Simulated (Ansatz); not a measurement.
Consider the formal exchange of groups at the Si–C bond: `O[SiH2]CS` + `FC[SiH2]CS` → `O[SiH2][SiH2]CF` + `SCCS`.

Gas-phase electronic energies from Ansatz, PBE0-D4/def2-TZVP geometries. CBS: MP2 limit from def2 TZ/QZ plus the TZ coupled-cluster correction, frozen cores. This one scheme is used for every species. Functionals use def2-TZVPP. B3LYP here is the variant with VWN-RPA as its local correlation; programs differ in this. Each species was taken in one conformer, which may not be the lowest.

CCSD(T)/CBS gives +46.8 kJ/mol.

Question: Another level gave +33.4 kJ/mol. Which?
A. SCS-MP2/def2-TZVPP
B. B3LYP/def2-TZVPP
C. PBE/def2-TZVPP
D. ωB97M-V/def2-TZVPP

Answer: C. PBE 33.4, B3LYP 41.3, SCS-MP2/def2-TZVPP 49.7, ωB97M-V 53.9 kJ/mol.

Largest T1 diagnostic among the species: 0.012.

From PBE to PBE0 (25 % exact exchange), in def2-TZVPP and without D4, ΔE moves by +4.2 kJ/mol.
